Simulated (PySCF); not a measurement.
Exercise with solution: entropy of an ideal gas

H₃O₄S, SMILES O=S(O)(O)=[OH+], charge +1.

Geometry: PBE0-D3(BJ)/def2-SVP. The isomer is the one that the SMILES or the coordinates give; other isomers of the formula were not compared. Other conformers were not sampled.

PBE0-D3(BJ)/def2-SVP run with PySCF 2.14.0 gives the harmonic wavenumbers 227, 228, 378, 405, 405, 493, 493, 497, 886, 972, 972, 1087, 1133, 1133, 1435, 3684, 3684, 3699 cm⁻¹ and the rotational temperatures 0.2300, 0.2265, 0.2265 K. The molar mass is 99.08 g/mol, the symmetry number 3, the spin multiplicity 1.

Question: Work out the entropy at 298.15 K and 1 atm in the rigid-rotor, harmonic-oscillator model.

Answer: 
Translation (Sackur–Tetrode at 1 atm): S = R[1.5 ln M + 2.5 ln T − 1.16487] = 166.1 J/(mol K).
Rotation: q = (√π/σ) T^1.5/√(θA θB θC) = 28000, S = R[ln q + 3/2] = 97.6 J/(mol K).
Vibration: with u = 1.4388 ν/T, each mode gives R[u/(e^u − 1) − ln(1 − e^−u)]:
| ν (cm⁻¹) | modes | u | S (J/(mol K)) |
|---|---|---|---|
| 227 | 1 | 1.10 | 7.96 |
| 228 | 1 | 1.10 | 7.93 |
| 378 | 1 | 1.82 | 4.38 |
| 405 | 2 | 1.95 | 7.90 |
| 493 | 2 | 2.38 | 5.66 |
| 497 | 1 | 2.40 | 2.79 |
| 886 | 1 | 4.28 | 0.62 |
| 972 | 2 | 4.69 | 0.88 |
| 1087 | 1 | 5.25 | 0.28 |
| 1133 | 2 | 5.47 | 0.46 |
| 1435 | 1 | 6.92 | 0.06 |
The stiffer modes add less than 0.005 each. Sum 38.9 J/(mol K).
Spin: R ln 1 = 0.0 J/(mol K).
Total 302.6 J/(mol K); the program's own thermochemistry gives 302.6. Translation makes up 55 % and vibration 13 %. Anharmonicity, hindered rotation and orbital degeneracy are left out.
